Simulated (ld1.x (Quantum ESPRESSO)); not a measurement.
What the settings do to the TM potential of Bi

Base potential:

- Element: bismuth
- Generator: ld1.x (Quantum ESPRESSO) 7.5
- Type: norm-conserving Troullier–Martins (Kleinman–Bylander form)
- Functional: PBE
- Relativity: fully relativistic
- Frozen core: [Xe] 4f14 5d10
- Valence charge: 5
- Reference configuration: 6s2 6p2.75 (charge +0.25)
- Partial waves: 6p (bound): rc 2.15 bohr; 6d channel at 0.2 Ry: rc 2.35 bohr; 6s (bound): rc 1.95 bohr
- Local potential: the s channel
- Core correction: a·sin(br)/r model core inside 1.75 bohr

Open shells are filled in proportion to 2j + 1 (rel_dist='average').

All-electron outer shells of the reference configuration (PBE, scalar-relativistic, ld1.x):

```csv
shell,level (eV),outermost node (bohr),outermost maximum (bohr)
5d,-28.97,0.51,1.03
6s,-16.27,0.98,1.86
6p,-6.19,1.14,2.44
```

Cutoffs, loose and tight: the cutoffs (Ry, on a coarse ladder) from which the occupation-weighted sum of valence levels, in a spherical-Bessel basis at the reference potential, stays within 10 and 1 mRy of its value at 400 Ry. They do not see the model core or the augmentation charge, which bear on the density cutoff. Test errors are all-electron minus pseudo excitation energies from the reference, over the configurations 6s2 6p3; 6s2 6p2; 6s2 6p1; 6s1 6p3; 6s2 6p0; 6s2 6p3.3; 6s1 6p4. A dash means not determined; rows that change the core or the reference have their own tests.

A true bound ghost makes a file unfit for plane-wave use even where its test errors are small: the radial tests pick states by their node count and pass the ghost by.

```tsv
change	outcome	cutoff, loose	cutoff, tight	bound ghosts	largest test error (meV)
base	generated	25 Ry	45 Ry	d3/2, d5/2	-239
core correction a·sin(br)/r model core inside 0.82 bohr	generated	25 Ry	45 Ry	d3/2, d5/2	-237
core correction a·sin(br)/r model core inside 1.04 bohr	generated	25 Ry	45 Ry	d3/2, d5/2	-237
core correction a·sin(br)/r model core inside 1.36 bohr	generated	25 Ry	45 Ry	d3/2, d5/2	-238
core correction a·sin(br)/r model core inside 1.62 bohr	generated	25 Ry	45 Ry	d3/2, d5/2	-238
core correction a·sin(br)/r model core inside 1.76 bohr	generated	25 Ry	45 Ry	d3/2, d5/2	-239
core correction a·sin(br)/r model core inside 2.08 bohr	generated	25 Ry	45 Ry	d3/2, d5/2	-249
core correction a·sin(br)/r model core inside 2.38 bohr	generated	25 Ry	45 Ry	d3/2, d5/2	-247
```

(1) What comes out with this change to the base: core correction none?

## Answers

(1) outcome: generated; cutoff, loose: 25 Ry; cutoff, tight: 45 Ry; bound ghosts: d3/2, d5/2; largest test error (meV): +89.
